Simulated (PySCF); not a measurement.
Job file and geometry (Å, from GFN2-xTB) of an NMR shielding run on `[SiH3]N([SiH3])C1=[O+][BH2-]OC=C1`, C3H10BNO2Si2, GIAO PBE0/pcSseg-1 NMR shielding, non-relativistic, gas phase (PySCF 2.14.0, density-fitted response routines); density fitting, a coarse starting grid and PySCF grid level 2 are the driver's defaults:

```
$ OMP_NUM_THREADS=1 python probes_run.py task.json out

{"job": {"kind": "nmr", "xc": "PBE0", "basis": "pcSseg-1"}, "charge": 0, "multiplicity": 1}
Si    -1.520577    -1.721332    -0.005581
N     -1.168734     0.032785    -0.032093
Si    -2.243714     1.409457    -0.069611
C      0.158522     0.118488    -0.006626
O      0.718263    -1.037378     0.027974
B      2.254254    -1.221325     0.046804
O      2.937218     0.136255     0.101205
C      2.267877     1.216006     0.060335
C      0.899519     1.316004    -0.004835
H     -2.989122    -1.682372    -0.034913
H     -1.051410    -2.325092    -1.241769
H     -1.098676    -2.274566     1.270580
H     -3.584209     0.843546    -0.094419
H     -2.008365     2.199103     1.140662
H     -1.953954     2.177129    -1.282271
H      2.569298    -1.752908    -0.972815
H      2.531723    -1.817923     1.038989
H      2.869664     2.126298     0.086991
H      0.402620     2.267074    -0.036069
```

Question: Write the output of this run.

Answer: 
```
coarse grid: 17032 points
cycle   1  E = -928.5368106979  dE =  1.491e+00  |g| = 8.075e-01  |ddm| = 4.052e+00
cycle   2  E = -928.2852988217  dE =  2.515e-01  |g| = 1.417e+00  |ddm| = 1.728e+00
cycle   3  E = -928.6538536757  dE = -3.686e-01  |g| = 2.180e-01  |ddm| = 1.272e+00
cycle   4  E = -928.6631190868  dE = -9.265e-03  |g| = 7.145e-02  |ddm| = 2.169e-01
cycle   5  E = -928.6640929248  dE = -9.738e-04  |g| = 2.354e-02  |ddm| = 7.197e-02
cycle   6  E = -928.6642200986  dE = -1.272e-04  |g| = 6.906e-03  |ddm| = 2.762e-02
cycle   7  E = -928.6642308687  dE = -1.077e-05  |g| = 1.271e-03  |ddm| = 6.437e-03
cycle   8  E = -928.6642311945  dE = -3.258e-07  |g| = 5.150e-04  |ddm| = 1.558e-03
final grid: 155816 points
cycle   9  E = -928.7305188630  dE = -3.533e-05  |g| = 1.253e-02  |ddm| = 3.364e-02
cycle  10  E = -928.7304560576  dE =  6.281e-05  |g| = 2.215e-02  |ddm| = 2.276e-02
cycle  11  E = -928.7305463435  dE = -9.029e-05  |g| = 2.018e-03  |ddm| = 1.669e-02
cycle  12  E = -928.7305473739  dE = -1.030e-06  |g| = 3.591e-04  |ddm| = 2.387e-03
cycle  13  E = -928.7305473975  dE = -2.362e-08  |g| = 1.714e-04  |ddm| = 4.342e-04
cycle  14  E = -928.7305474042  dE = -6.710e-09  |g| = 4.281e-05  |ddm| = 1.812e-04
cycle  15  E = -928.7305474046  dE = -3.067e-10  |g| = 1.628e-05  |ddm| = 3.715e-05
converged SCF energy = -928.7305474046

GIAO shielding tensors (ppm)
atom      isotropic    diamagn.    paramagn.     s11        s22        s33       span
  0 Si     411.173     879.924    -468.751    365.561    394.206    473.754    108.193
  1 N      159.783     336.669    -176.886     73.759    196.857    208.733    134.973
  2 Si     405.964     881.193    -475.229    378.603    383.054    456.235     77.632
  3 C        9.684     252.226    -242.542    -73.817    -10.839    113.708    187.525
  4 O      111.223     409.973    -298.750    -33.549    123.145    244.073    277.621
  5 B       97.842     184.880     -87.038     88.331    100.709    104.487     16.156
  6 O       87.739     395.366    -307.628   -119.181     23.293    359.104    478.284
  7 C        6.334     247.379    -241.045    -98.955      3.756    114.200    213.155
  8 C      101.118     262.187    -161.069     13.801    132.904    156.648    142.847
  9 H       27.480      30.260      -2.780     23.558     27.061     31.821      8.263
 10 H       26.922      29.945      -3.023     23.183     25.539     32.043      8.860
 11 H       26.922      29.970      -3.048     23.180     25.537     32.049      8.869
 12 H       26.988      29.580      -2.592     23.007     26.524     31.433      8.426
 13 H       26.962      29.846      -2.884     23.645     25.245     31.997      8.352
 14 H       26.953      29.829      -2.876     23.630     25.239     31.990      8.360
 15 H       27.560      30.447      -2.887     24.544     27.993     30.145      5.601
 16 H       27.567      30.452      -2.886     24.545     27.996     30.159      5.614
 17 H       24.068      27.056      -2.988     21.753     24.028     26.423      4.670
 18 H       26.908      34.649      -7.741     24.639     25.811     30.273      5.634
```

Size and cost of the density-fitted run: 217 basis functions, 52 s wall time on 1 thread of an Arm Neoverse V1, shared host; peak memory 1 GiB.
